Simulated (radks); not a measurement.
Neutral praseodymium inside a hard spherical wall (all orbitals vanish at R), configuration held at [Xe] 4f3 6s2 and not refilled when levels cross. All-electron calculation, scalar-relativistic Kohn-Sham, LDA (Slater exchange, VWN5 correlation), spin-polarised, spherical densities, finite nucleus; open shells are filled with parallel spins first (spin-orbit coupling, left out, can overturn this in heavy ions); Fermi nuclear charge, rms radius 4.8919 fm. Program: a radial shooting solver on a logarithmic mesh with Libxc functionals. Eigenvalues in eV for spin up, with the zero of energy where the potential of the charges vanishes at infinity; a dash marks a level that is unbound or too diffuse for the functional's potential to be trusted. A positive occupied level is held by the wall or, in an anion where self-interaction has pushed it up, behind a barrier. The pressure on the wall is -dE/dV.

| R (bohr) | E (hartree) | kinetic (hartree) | e(5s) | e(5p) | e(6s) | e(5d, empty) | e(4f) | e(6p, empty) | pressure (GPa) |
|---|---|---|---|---|---|---|---|---|---|
| free | -9230.2098 | 9799.768 | -39.612 | -21.921 | -3.649 | -2.297 | -2.006 | -1.314 | 0 |
| 12 | -9230.2092 | 9799.775 | -39.561 | -21.871 | -3.610 | -2.251 | -1.955 | -1.196 | 0.00954 |
| 8 | -9230.1851 | 9799.924 | -38.768 | -21.097 | -2.858 | -1.543 | -1.168 | 0.184 | 0.808 |
| 5 | -9229.8185 | 9801.398 | -34.999 | -17.526 | 3.738 | 2.609 | 2.811 | 10.014 | 37.1 |
| 4 | -9229.0331 | 9804.394 | -30.807 | -13.472 | 14.853 | 8.222 | 7.691 | 24.713 | 208 |
| 3.5 | -9227.9750 | 9808.361 | -26.609 | -9.136 | 27.803 | 14.342 | 12.791 | 40.663 | 581 |
| 3 | -9225.5979 | 9816.851 | -19.073 | -0.816 | 53.115 | 25.962 | 21.838 | 70.242 | 1850 |
| 2 | -9202.8917 | 9887.736 | 34.703 | 62.121 | 229.78 | 108.02 | 71.591 | 262.42 | 33200 |
